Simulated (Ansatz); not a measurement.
Ta₂P₂, relaxed as a singlet with RKS PBE0-D4/def2-SVP in Ansatz, starting from the GFN1-xTB geometry. Force threshold 0.02 eV/Å.

In the def2 sets Ta takes a core potential; there is no spin–orbit coupling. The structure comes from a short search, and lower isomers may exist.

Start:

```xyz
4

Ta    0.660   -1.443    0.593
Ta    1.459    0.861    0.003
P    -1.418   -0.111    0.582
P    -0.702    0.693   -1.179
```

Estimate the energy that the relaxation releases and the steps that it takes.

235.8 kJ/mol, in 7 steps; 18 s on 4 threads of Arm Neoverse V1 on a shared host. No frequencies were taken in this run, so the end may be a saddle point.

Does the start keep its bonding and symmetry?

By distances, no bond broke or formed. The bond that changes most is Ta2–P3, from 3.09 to 2.40 Å (atoms count from 1). Point group C2 at the start, C2v at the end, both within 0.05 Å.

Predict the relaxed structure.


```xyz
4

Ta    0.535   -1.335    0.101
Ta    1.076    0.893    0.353
P    -1.144    0.172    0.928
P    -0.467    0.270   -1.381
```
Bond lengths (bridged metal pairs left out): 4 × P–Ta 2.40 Å; 1 × P–P 2.41 Å.
